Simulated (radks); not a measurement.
The numbers below are computed, except where a source is named.
All-electron atom: Hg XVI in [Kr] 4d10 4f14 5s2 5p3.

Level of theory: scalar-relativistic Kohn-Sham, r2SCAN, spin-polarised, spherical densities, finite nucleus; open shells are filled with parallel spins first (spin-orbit coupling, left out, can overturn this in heavy ions); meta-GGA in the generalised Kohn-Sham scheme; Fermi nuclear charge, rms radius 5.4648 fm (a radial shooting solver on a logarithmic mesh with Libxc functionals).

Energy parts (hartree):
part                       energy
total                 -19545.3264
kinetic                21938.0519
electron-nucleus      -47931.1498
Hartree                 6807.3305
exchange-correlation    -359.5590

Orbitals (lengths in bohr, moments of r in powers of bohr):
| orbital | occ. | eigenvalue (hartree) | <r> |
|---|---|---|---|
| 1s up | 1 | -3070.754 | 0.01659 |
| 1s down | 1 | -3070.721 | 0.01659 |
| 2s up | 1 | -554.8712 | 0.06991 |
| 2s down | 1 | -554.8644 | 0.06991 |
| 2p up | 3 | -480.1000 | 0.06328 |
| 2p down | 3 | -480.0799 | 0.06328 |
| 3s up | 1 | -140.7591 | 0.1804 |
| 3s down | 1 | -140.7492 | 0.1804 |
| 3p up | 3 | -119.0550 | 0.1819 |
| 3p down | 3 | -119.0405 | 0.1819 |
| 3d up | 5 | -96.17058 | 0.1649 |
| 3d down | 5 | -96.15396 | 0.1649 |
| 4s up | 1 | -39.94423 | 0.3984 |
| 4s down | 1 | -39.91125 | 0.3984 |
| 4p up | 3 | -32.77940 | 0.4238 |
| 4p down | 3 | -32.74707 | 0.4236 |
| 4d up | 5 | -24.22819 | 0.4459 |
| 4d down | 5 | -24.18910 | 0.4450 |
| 4f up | 7 | -14.73545 | 0.4683 |
| 4f down | 7 | -14.68282 | 0.4655 |
| 5s up | 1 | -14.97510 | 0.8420 |
| 5s down | 1 | -14.67196 | 0.8377 |
| 5p up | 3 | -12.73641 | 0.9184 |
| 5p down | 0 | -12.43196 | 0.9188 |

The highest occupied level is 5p up at -346.58 eV. The electron density at the nucleus is 2.5e+06 e/bohr^3 (large components only).
